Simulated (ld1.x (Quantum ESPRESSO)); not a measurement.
Configuration tests for germanium (Ge) (RRKJ)

```json
{
 "Element": "Ge (Z = 32)",
 "Generator": "ld1.x (Quantum ESPRESSO) 7.5",
 "Type": "norm-conserving RRKJ (Kleinman–Bylander form)",
 "Functional": "PBE",
 "Relativity": "scalar-relativistic",
 "Frozen core": "[Ar]",
 "Valence charge": "14",
 "Reference configuration": "3d10 4s1.75 4p2.25",
 "Partial waves": "4p (bound): rc 2.05 bohr; 3d (bound): rc 0.85 bohr; 4s (bound): rc 1.55 bohr",
 "Local potential": "the s channel",
 "Core correction": "none"
}
```

Energies are relative to the spin-unpolarised reference configuration 3d10 4s1.75 4p2.25; without spin polarisation the order of configurations can differ from experiment.

```json
{"valence configuration": "3d10 4s2 4p2", "charge": "0", "ΔE all-electron (eV)": "-1.968", "error AE − PS (meV)": "+0.1"}
{"valence configuration": "3d10 4s2 4p1", "charge": "+1", "ΔE all-electron (eV)": "5.476", "error AE − PS (meV)": "-1.3"}
{"valence configuration": "3d10 4s2 4p0", "charge": "+2", "ΔE all-electron (eV)": "20.915", "error AE − PS (meV)": "+1.7"}
{"valence configuration": "3d10 4s2 4p2.3", "charge": "-0.3", "ΔE all-electron (eV)": "-2.851", "error AE − PS (meV)": "+0.3"}
{"valence configuration": "3d10 4s0 4p4", "charge": "0", "ΔE all-electron (eV)": "14.228", "error AE − PS (meV)": "-8.0"}
```

Question: What are ΔE and the potential's error for 3d9 4s2 4p2?

Answer: ΔE = 36.718 eV all-electron; the error (AE − PS) is -849 meV.

Question: What are ΔE and the potential's error for 3d10 4s1 4p3?

Answer: ΔE = 6.005 eV all-electron; the error (AE − PS) is -1.6 meV.

Levels in the configuration 3d10 4s2 4p1:

```json
{"level": "3d", "all-electron (eV)": "-38.319", "pseudo (eV)": "-38.234"}
{"level": "4s", "all-electron (eV)": "-19.858", "pseudo (eV)": "-19.854"}
{"level": "4p", "all-electron (eV)": "-11.242", "pseudo (eV)": "-11.242"}
```
